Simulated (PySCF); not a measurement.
# Structure from NMR data

The spectra below were simulated for a compound C8H11N.

¹H NMR (600 MHz, computed): δ 6.92 (m, 1H), 6.80 (d, 1H), 6.44 (m, 1H), 6.11 (d, 1H), 2.84 (br s, 1H), 2.84 (s, 3H), 1.99 (s, 3H).

¹³C{¹H} NMR (computed): δ 138.1 (C), 122.6 (CH), 121.1 (CH), 112.6 (C), 110.3 (CH), 100.6 (CH), 31.1 (CH3), 19.1 (CH3).

PySCF 2.14.0 with density-fitted response routines calculation with geometry from PBE0-D3(BJ)/def2-SVP and σ from GIAO-KT3/pcSseg-1; rapidly exchanging positions averaged, isolated molecule, single conformer, non-relativistic.

References, each an isolated molecule treated in the same way: ¹H, ¹³C against TMS.

**Question.** What is the structure?

**Answer.** 
- Rings plus π bonds: 4 (1 ring in the answer).
- 8 carbon signals for 8 carbons: no two carbons are equivalent.
- Carbon types of the structure: 2 × C, 4 × CH, 2 × CH3, leaving 1 H on heteroatoms.
- δC 138.1: aromatic carbon bearing nitrogen; σ withdrawal by the attached heteroatom moves it downfield of the ring CH carbons.
- δC 122.6, 121.1, 110.3, 100.6: aromatic CH.
- δC 112.6: substituted aromatic carbon.
- δC 19.1: methyl carbon on an aromatic ring; aliphatic region, no heteroatom directly attached.
- δH 2.84: hydrogen on an aniline-type nitrogen; exchangeable; this is the value without hydrogen bonding to other molecules.
- δH 2.84: hydrogen on a methyl carbon bonded to N; its carbon carries N, which withdraws density.
- δH 1.99: hydrogen on a methyl carbon on an aromatic ring; benzylic-type position, deshielded by the ring.

The compound is SMILES CNc1ccccc1C.

The shifts were computed for this structure.

Exchangeable OH/NH protons stand at their gas-phase positions; hydrogen bonding in a real sample shifts them, mostly to higher δ. Shifts are as computed, not scaled to solution data. Of 1211 compounds with measured shifts, 218 miss one by over three times the rms of a fit or turn the order of signals round; such compounds aren't used in these exercises. Multiplicities follow the n + 1 count of equivalent neighbours, as no J values were calculated; m marks all less simple cases, F and P coupling included.
